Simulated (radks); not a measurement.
The numbers below are computed, except where a source is named.
Numerical settings for the arsenic ion As25+, [He] 2s2 2p4. Code: a radial shooting solver on a logarithmic mesh with Libxc functionals. Model: Dirac Kohn-Sham, PBE, spin-unpolarised, spherical densities, point nucleus; open shells fill j = l - 1/2 first. The defaults (mesh step 0.008 in ln r, mesh end at 40 bohr or more with all orbitals vanishing there, Anderson mixing 0.5 over 9 steps, residual threshold near 1e-9 with the energy settled to 1e-9 hartree or 1e-11 of itself, here a cap of 87 iterations) give E = -1750.0364 hartree and 2p3/2 at -2557.9 eV in 13 iterations. Run on one thread of a shared host, so times are rough (Arm Neoverse V1): 0.04 s of CPU time, 0.04 s wall, 13 iterations on 2476 mesh points. Changes against that run (0 stands for a change within the tolerance of the run):

| setting | iterations | converged | E (mhartree) | e(2p3/2) (meV) | CPU (s) |
|---|---|---|---|---|---|
| mesh step in ln r 0.005 | 13 | yes | 0 | 0 | 0.06 |
| mesh step in ln r 0.08 | 87 | no | +9.63e+03 | +1.32e+06 | 0.13 |
| mesh step in ln r 0.2 | 87 | no | -4.49e+06 | - | 0.05 |
| mesh end (bohr) 2 | 13 | yes | 0 | 0 | 0.04 |
| mesh end (bohr) 400 | 13 | yes | 0 | 0 | 0.05 |
| residual threshold 1e-16 | 87 | no | 0 | 0 | 0.18 |
| residual threshold 1e-05 | 7 | yes | 0 | +0.237 | 0.03 |
| mixing 0.2 | 13 | yes | 0 | 0 | 0.04 |
| linear mixing, mixing 0.8 | 15 | yes | 0 | 0 | 0.05 |
| linear mixing, mixing 0.2 | 87 | no | 0 | 0 | 0.2 |
| mixing history 3 | 11 | yes | 0 | 0 | 0.04 |
| iteration cap 8 | 8 | no | 0 | +0.0366 | 0.03 |

No run marked as converged misses the energy by more than 1 mhartree. A mesh that ends early acts as a hard wall.
